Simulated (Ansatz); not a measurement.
A nudged elastic band was laid between two geometries of CH7N3Si (12 atoms, charge 0, multiplicity 1).

The calculation used RKS PBE-D4/STO-3G (Ansatz 0.2.0).

* movable images: 7
* climbing image: yes
* spring: 5.0 eV/Å²
* optimiser: fire
* start path: IDPP
* force threshold: 0.05 eV/Å
* iteration limit: 60
* end points: relaxed
* largest step: 0.5 Å

Initial state:

```xyz
12
Properties=species:S:1:pos:R:3
N -1.517 -0.707 0.541
C -0.194 -0.813 0.483
N 0.474 -2.008 0.982
Si 0.769 0.523 -0.463
N -0.687 1.495 -0.898
H -1.658 0.240 -0.033
H 1.330 -1.744 1.553
H -0.192 -2.503 1.646
H 1.455 0.054 -1.664
H 1.686 1.304 0.362
H -0.771 1.617 -1.945
H -0.616 2.485 -0.532
```

Final state:

```xyz
12
Properties=species:S:1:pos:R:3
N -1.516 -0.704 0.546
C -0.189 -0.767 0.553
N 0.496 -1.766 1.365
Si 0.776 0.604 -0.336
N -0.688 1.480 -0.923
H -1.660 0.227 -0.053
H 1.284 -2.216 0.812
H -0.198 -2.538 1.587
H 1.595 0.140 -1.453
H 1.569 1.465 0.537
H -0.713 1.527 -1.979
H -0.678 2.494 -0.623
```

(1) Which bonds break or form, and what moves?

(2) What energy profile does the band end with?

(3) What is the geometry of the highest image?

The band took 33 iterations and about 9 core-minutes.

Answers

(1) No bond is made or broken. The height of N3 over the plane of its neighbours goes from 0.41 to -0.41 Å. The two ends are copies of one structure, up to a mirror image or an exchange of like atoms. The height can change sign by an inversion or by a turn that exchanges like atoms.

(2) The forces met the threshold. The highest image is number 4 of 0 to 8, 3.2 kcal/mol above the ends, which have the same energy within 2 meV. Another band between the same ends (7 images) ends at a top of the same energy, where a vibrational analysis finds 1 clearly imaginary mode. Limits of this set-up: minimal basis.

```
image  path coordinate (Å)  energy (kcal/mol)  height of N3 over the plane of its neighbours (Å)
    0                 0.00                0.0                                               0.41
    1                 0.18                0.1                                               0.40
    2                 0.36                0.5                                               0.35
    3                 0.54                2.2                                               0.19
    4                 0.72                3.2                                               0.00
    5                 0.90                2.1                                              -0.19
    6                 1.08                0.5                                              -0.35
    7                 1.27                0.1                                              -0.40
    8                 1.45                0.0                                              -0.41
```

(3) 
```xyz
12
Properties=species:S:1:pos:R:3
N -1.572 -0.701 0.522
C -0.242 -0.784 0.522
N 0.415 -1.847 1.185
Si 0.750 0.556 -0.388
N -0.679 1.498 -0.949
H -1.704 0.228 -0.069
H 1.450 -1.945 1.205
H -0.144 -2.575 1.679
H 1.531 0.066 -1.522
H 1.600 1.372 0.475
H -0.697 1.575 -2.004
H -0.629 2.503 -0.623
```

Time of the run: 8.6 min on 1 thread of Intel(R) Xeon(R) Processor @ 2.70GHz (shared host), peak memory 0.11 GiB.
